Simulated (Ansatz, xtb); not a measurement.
Pulling on the As1–H2 bond in AsH3 (SMILES [AsH3]) (multiplicity 1 held, fragments rigid). Energies count from the point at 1.525 Å.
Geometry at that point (charge 0, multiplicity 1):
| atom | x (Å) | y (Å) | z (Å) |
|---|---|---|---|
| As | 0.0004 | 0.0004 | 0.0708 |
| H | -0.2814 | 1.2323 | -0.7831 |
| H | -0.9371 | -0.8619 | -0.7681 |
| H | 1.2044 | -0.3827 | -0.7836 |

Active spaces are followed from a long bond inwards. Curves can end on different states.

Correlated levels freeze the cores. Filled d and f shells under p-block atoms count as core.

Programs: Ansatz (Gaussian orbitals); xtb for the GFN methods. Each number belongs to the level named beside it. The GFN methods have no spin term and hold the electronic entropy of 300 K.

### Question
Give the energy at R = 4.881 Å at the level FIC-NEVPT4(SD) on CASSCF(2,2)/cc-pVTZ.

### Answer
3.32 eV

### Question
What energy at R = 4.881 Å does FIC-MRCISD+Q on CASSCF(2,2)/cc-pVTZ give?

### Answer
3.36 eV

### Question
What is the computed energy at R = 4.881 Å (GFN2-xTB)?

### Answer
4.00 eV

Ansatz is a quantum-chemistry and plane-wave program.
